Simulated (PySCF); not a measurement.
A homologous series of growing length: n-germane mercapto/mercapto. All species are isolated molecules in the gas phase. One relaxed conformer stands for each flexible species; it need not be the lowest. Strings in code marks are SMILES.

Level of theory: PySCF with B3LYP-D3(BJ)/def2-TZVP // B3LYP-D3(BJ)/def2-SVP. All candidates: neutral, multiplicity 1. B3LYP has the VWN-RPA correlation part, as in Gaussian. Excitations are Tamm–Dancoff values on a coarser integration grid. The basis has no diffuse functions, so Rydberg states are missing or too high.

HOMO–LUMO gap: 5.20 eV
S1 excitation (TDA): 4.60 eV
brightest of the four lowest singlets (TDA): 4.60 eV

**Question.** Name which member has these values.
A. `[SH][GeH2][GeH2][GeH2][GeH2][GeH2][GeH2][SH]`
B. `[SH][GeH2][GeH2][GeH2][GeH2][SH]`
C. `[SH][GeH2][GeH2][GeH2][GeH2][GeH2][SH]`
D. `[SH][GeH2][GeH2][SH]`

**Answer.** B, `[SH][GeH2][GeH2][GeH2][GeH2][SH]`. The others give `[SH][GeH2][GeH2][SH]`: 5.65 eV, 4.83 eV, 4.83 eV; `[SH][GeH2][GeH2][GeH2][GeH2][GeH2][GeH2][SH]`: 4.97 eV, 4.48 eV, 5.34 eV; `[SH][GeH2][GeH2][GeH2][GeH2][GeH2][SH]`: 5.25 eV, 4.65 eV, 5.48 eV…
